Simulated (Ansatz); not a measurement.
`Cl[Si](Cl)(Cl)[SeH]` + `N=C=O` → `O=C=N[Si](Cl)(Cl)Cl` + H₂Se  (ligand exchange at the Si–Se bond)

Computed with Ansatz on PBE0-D4/def2-TZVP structures; ΔE is electronic, products minus reactants. CCSD(T)/CBS adds triple-zeta CCSD(T) − MP2 to the extrapolated MP2 energy (def2 sets, frozen cores). This one scheme is used for every species. DFT in def2-TZVPP. For Se outer-core shells are correlated without core-valence functions, which leaves a few kJ/mol of doubt a bond. Scalar relativity is left out up to krypton. Each species was taken in one conformer, which may not be the lowest.

```csv
level,ΔE (kJ/mol),difference from CCSD(T)/CBS
LDA (SPW92),-26.0,5.6
BLYP-D4,-30.4,1.2
CAM-B3LYP-D4,-42.8,-11.2
ωB97X-V,-35.6,-4.0
BLYP,-32.9,-1.3
RPA@PBE/def2-TZVPP,-37.9,-6.3
MP2/def2-TZVPP,-35.4,-3.8
CCSD(T)/def2-TZVPP,-38.3,-6.7
MP2/CBS(def2),-28.7,2.9
CCSD/CBS(def2),-35.2,-3.6
CCSD(T)/CBS,-31.6,0
```

Largest T1 diagnostic among the species: 0.018.

In def2-TZVPP, CCSD(T) changes the Hartree–Fock value by +18.9 kJ/mol (the triples alone add +3.6 kJ/mol) and MP2 by +21.8 kJ/mol. From PBE to PBE0 (25 % exact exchange), in def2-TZVPP and without D4, ΔE moves by −6.8 kJ/mol. Leaving LDA and LC-ωPBE aside and taking each functional with its dispersion term where it has one, the values, not all of them listed here, spread over 22.7 kJ/mol, from CAM-B3LYP-D4 to PBE-D4. LDA lies −4.8 kJ/mol from PBE without D4.
